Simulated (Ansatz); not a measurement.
Gas-phase electronic energies from Ansatz, PBE0-D4/def2-TZVP geometries. CBS: MP2 limit from def2 TZ/QZ plus the TZ coupled-cluster correction, frozen cores. This one scheme is used for every species. Functionals use def2-TZVPP. Each species was taken in one conformer, which may not be the lowest.

Reaction (ligand exchange at the Si–N bond): `CO[SiH2]N[SiH2]F` + `OBS` → `F[SiH2]OBS` + `CO[SiH2]N`

```json
{"level": "PBE0-D4", "ΔE (eV)": "-0.28"}
{"level": "MP2/def2-QZVPP", "ΔE (eV)": "-0.32"}
```

Problem. What does CCSD(T)/CBS give? (Estimate.)

Solution. Ansatz gave: -0.32 eV. The listed levels differ from it by 0.04, 0.00 eV.

Largest T1 diagnostic among the species: 0.013.

In def2-TZVPP, CCSD(T) changes the Hartree–Fock value by +0.11 eV (the triples alone add +0.01 eV) and MP2 by +0.11 eV.
